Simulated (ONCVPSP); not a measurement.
# What one change does to a pseudopotential (mercury, ONCV)

| Property | Result |
| --- | --- |
| Element | Hg |
| Generator | ONCVPSP 4.0.1 |
| Type | optimised norm-conserving Vanderbilt (ONCV) |
| Functional | PBEsol |
| Relativity | scalar-relativistic |
| Frozen core | [Kr] 4d10 4f14 |
| Valence charge | 20 |
| Reference configuration | 5s2 5p6 5d10 6s2 |
| Partial waves | 5s+6s: rc 1.50 bohr, ncon 4, nbas 7, qcut 10.6 1/bohr, 2 projectors; 5p: rc 1.50 bohr, ncon 4, nbas 7, qcut 7.2 1/bohr, 2 projectors, debl 2.3 Ha; 5d: rc 2.20 bohr, ncon 4, nbas 9, qcut 7.2 1/bohr, 2 projectors, debl 3.2 Ha |
| Local potential | polynomial inside 1.00 bohr (lpopt 3, dvloc0 0 Ha) |
| Core correction | Teter function, fcfact 5.25, rcfact 1 |

In the p channel the program set the typed energies aside and used -2.445, 0.250 Ha.

Change: s: rc 2.08.

Cutoffs: the cutoffs (Ha) at which the residual kinetic energy of the hardest occupied pseudo-wave falls to 1 and 0.1 mHa per electron; they do not see the model core or the augmentation charge, which bear on the density cutoff. Errors are all-electron minus pseudo energies relative to the spin-unpolarised reference configuration.

How do hardness, ghosts and transferability respond?

The potential gets softer (36 Ha and 42 Ha → 20 Ha and 35 Ha); of the 4 tests that both files solve, the error grows in 4 and shrinks in 0 by more than 15 % and 0.3 meV (median size 14.5 → 24.1 meV); neither file shows a bound ghost. A larger radius leaves more room for a smooth pseudo-wave, so fewer plane waves are needed. More of the atom is replaced by a form fitted at one configuration, so other configurations suffer.

```tsv
quantity	base	changed
cutoff, loose	36 Ha	20 Ha
cutoff, tight	42 Ha	35 Ha
loose cutoff by channel	s 36 Ha, p 15 Ha, d 18 Ha	s 20 Ha, p 15 Ha, d 18 Ha
bound ghosts	none	none
GHOST(+) flags under 300 eV	s at 262.0 eV	s at 131.4 eV
error for 5s2 5p6 5d10 6s1, meV [ΔE 10.74 eV]	-3.3	-5.3
error for 5s2 5p6 5d10 6s0, meV [ΔE 29.75 eV]	-9.4	-20
error for 5s2 5p6 5d9 6s0, meV [ΔE 65.30 eV]	-20	-28
error for 5s1 5p6 5d10 6s2, meV [ΔE 125.61 eV]	-302	-906
p: phases at 1.52 bohr within 0.05 rad from the reference energy up to (Ha; the scan ends near 5)	to the end of the scan	to the end of the scan
d: phases at 2.23 bohr within 0.05 rad from the reference energy up to (Ha; the scan ends near 5)	to the end of the scan	to the end of the scan
rms error of d²Exc/dni dnj with the model core, mHa	3.30	2.66
```
